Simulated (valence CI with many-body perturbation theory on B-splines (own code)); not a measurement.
## Ne2+: calculated level list

Level of theory: valence CI with perturbative core correlation (CI+MBPT): six valence electrons over a frozen Dirac-Fock core [He], radial functions for each j: 9 s, 9 p, 8 d, 6 f, 3 g, 1 h, with the one-electron correlation potential Σ1, the two-electron term Σ2, the three-electron term Σ3, Breit, model QED; selected CI, second order for the rest, scaled by the run's own slope (own B-spline code, finite nucleus).

Set against measurement, 22 paired levels are off by 210 cm⁻¹ on average, the worst by 486. These come from a selection out of Moore, Atomic Energy Levels, vol. I, NSRDS-NBS 35 (1971 reprint of NBS Circular 467, 1949), an old analysis. Levels without a partner in it may be off by more. Among the levels kept, up to 2000 cm⁻¹ of a level comes from second order outside the variational space, and about a tenth of that is noise between levels of different J, which matters for small intervals.

Levels 1 to 44 of 44, with energies above the lowest level, 2s²2p⁴ ³P_2. "Leading %" is the weight of the configuration and term that name the level; weights of strongly mixed levels are sums over their largest components and can fall short. Lifetimes count E1, E2, E3, M1 and M2 decay at the calculated energies, and are blank where another channel may lead or the interval is too uncertain; long ones can be off by a factor of two.

```
No.  Configuration  Term  J  E (cm⁻¹)  Leading %  Second component  Lifetime
  1         2s²2p⁴    ³P  2         0         98                            
  2         2s²2p⁴    ³P  1       634         98                       173 s
  3         2s²2p⁴    ³P  0       881         98                            
  4         2s²2p⁴    ¹D  2     25994         98                      4.44 s
  5         2s²2p⁴    ¹S  0     55998         95                      212 ms
  6          2s2p⁵   ³P°  2    204465         96                      205 ps
  7          2s2p⁵   ³P°  1    205015         96                      204 ps
  8          2s2p⁵   ³P°  0    205195         96                      205 ps
  9          2s2p⁵   ¹P°  1    289886         93                     49.8 ps
 10       2s²2p³3s   ⁵S°  2    309316         96                     3.03 μs
 11       2s²2p³3s   ³S°  1    318943         95                     90.5 ps
 12       2s²2p³3p    ⁵P  1    347844         96                     4.17 ns
 13       2s²2p³3p    ⁵P  2    347875         96                     4.16 ns
 14       2s²2p³3p    ⁵P  3    347899         96                     4.15 ns
 15       2s²2p³3s   ³D°  3    352863         96                      276 ps
 16       2s²2p³3s   ³D°  2    352911         96                      276 ps
 17       2s²2p³3s   ³D°  1    352932         96                      276 ps
 18       2s²2p³3p    ³P  0    356254         95                     4.32 ns
 19       2s²2p³3p    ³P  1    356281         95                     4.31 ns
 20       2s²2p³3p    ³P  2    356292         95                     4.31 ns
 21       2s²2p³3s   ¹D°  2    357716         96                      109 ps
 22       2s²2p³3s   ³P°  0    374309         93                      265 ps
 23       2s²2p³3s   ³P°  1    374355         93                      269 ps
 24       2s²2p³3s   ³P°  2    374365         93                      270 ps
 25       2s²2p³3s   ¹P°  1    379757         92                      130 ps
 26       2s²2p³3p    ¹P  1    387707         93                     7.64 ns
 27       2s²2p³3p    ³D  1    388785         93                     4.96 ns
 28       2s²2p³3p    ³D  2    388790         96                     4.89 ns
 29       2s²2p³3p    ³D  3    388830         96                     4.84 ns
 30       2s²2p³3p    ³F  4    391151         96                     4.08 ns
 31       2s²2p³3p    ³F  3    391163         96                     4.10 ns
 32       2s²2p³3p    ³F  2    391173         96                     4.10 ns
 33       2s²2p³3p    ¹F  3    392565         96                     5.21 ns
 34       2s²2p³3d   ⁵D°  4    394204         95                     1.58 ns
 35       2s²2p³3d   ⁵D°  0    394206         95                     1.59 ns
 36       2s²2p³3d   ⁵D°  3    394254         96                     1.58 ns
 37       2s²2p³3d   ⁵D°  1    394271         96                     1.58 ns
 38       2s²2p³3d   ⁵D°  2    394292         96                     1.58 ns
 39       2s²2p³3d   ³D°  1    397780         95                     82.9 ps
 40       2s²2p³3d   ³D°  3    397787         95                     81.5 ps
 41       2s²2p³3d   ³D°  2    397806         95                     82.4 ps
 42       2s²2p³3p    ³P  2    398802         93                     1.52 ns
 43       2s²2p³3p    ³P  0    398873         92                     1.53 ns
 44       2s²2p³3p    ³P  1    398891         93                     1.52 ns
```

The ionisation energy to 2s²2p³ ⁴S°3/2 of the next ion comes out as 63.343 eV (NIST: 63.4233 eV (measured)). All 44 levels together are meant to be complete up to 405135 cm⁻¹.
